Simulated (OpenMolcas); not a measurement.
## Ionisation energies of manganese

```
Program             : OpenMolcas 26.06
Basis               : ANO-RCC [10s9p8d6f4g2h]
Scalar Hamiltonian  : DKH2, point nucleus
Spin-orbit coupling : RASSI with atomic mean-field integrals over the reference wave functions, term energies averaged over their components
```

Active shells in each charge state: the valence d shell, with orbitals averaged over the low states. Where CASPT2's correlated closed shells are named, they are those of the first ion.

A. CASSCF
B. SS-CASPT2, IPEA 0.25 Eh, imaginary shift 0.1 Eh (closed shells correlated: 3s 3p)
C. SS-CASPT2, IPEA 0.25 Eh, imaginary shift 0.1 Eh (closed shells correlated: 2s 2p 3s 3p)
D. SS-CASPT2, IPEA 0.25 Eh, imaginary shift 0.1 Eh (closed shells correlated: none)
E. SS-CASPT2, IPEA 0 Eh, imaginary shift 0.1 Eh (closed shells correlated: 3s 3p)

Energies in eV between the lowest computed levels, named as in B; reference values from the NIST Atomic Spectra Database with their kind.

```json
{"From": "Mn2+ 3d5 6S 5/2", "To": "Mn3+ 3d4 5D0", "A": "32.455", "B": "33.990", "C": "34.013", "D": "33.450", "E": "34.095", "Spin-orbit share in B": "-0.070", "Reference": "33.668 (measured)"}
{"From": "Mn3+ 3d4 5D0", "To": "Mn4+ 3d3 4F 3/2", "A": "50.178", "B": "51.490", "C": "51.536", "D": "50.910", "E": "51.543", "Spin-orbit share in B": "-0.035", "Reference": "51.210 (semi-empirical)"}
{"From": "Mn4+ 3d3 4F 3/2", "To": "Mn5+ 3d2 3F2", "A": "71.415", "B": "72.523", "C": "72.590", "D": "71.845", "E": "72.586", "Spin-orbit share in B": "-0.013", "Reference": "72.410 (semi-empirical)"}
{"From": "Mn5+ 3d2 3F2", "To": "Mn6+ 3d 2D 3/2", "A": "94.714", "B": "95.625", "C": "95.714", "D": "94.878", "E": "95.677", "Spin-orbit share in B": "+0.020", "Reference": "95.604 (measured)"}
{"From": "Mn6+ 3d 2D 3/2", "To": "Mn7+ 3p6 1S0", "A": "118.195", "B": "119.118", "C": "119.216", "D": "118.195", "E": "119.170", "Spin-orbit share in B": "+0.098", "Reference": "119.203 (measured)"}
```

Error against the reference values, in %:

| From | Reference | A | B | C | D | E |
| --- | --- | --- | --- | --- | --- | --- |
| Mn2+ | measured | -3.6 | +1.0 | +1.0 | -0.6 | +1.3 |
| Mn3+ | semi-empirical | -2.0 | +0.5 | +0.6 | -0.6 | +0.7 |
| Mn4+ | semi-empirical | -1.4 | +0.2 | +0.2 | -0.8 | +0.2 |
| Mn5+ | measured | -0.9 | 0 | +0.1 | -0.8 | +0.1 |
| Mn6+ | measured | -0.8 | -0.1 | 0 | -0.8 | 0 |

Mean absolute error over the 3 measured values: A 1.04 eV, B 0.14 eV, C 0.16 eV, D 0.65 eV, E 0.18 eV.

The lowest level within the active space need not be the ion's true ground level.
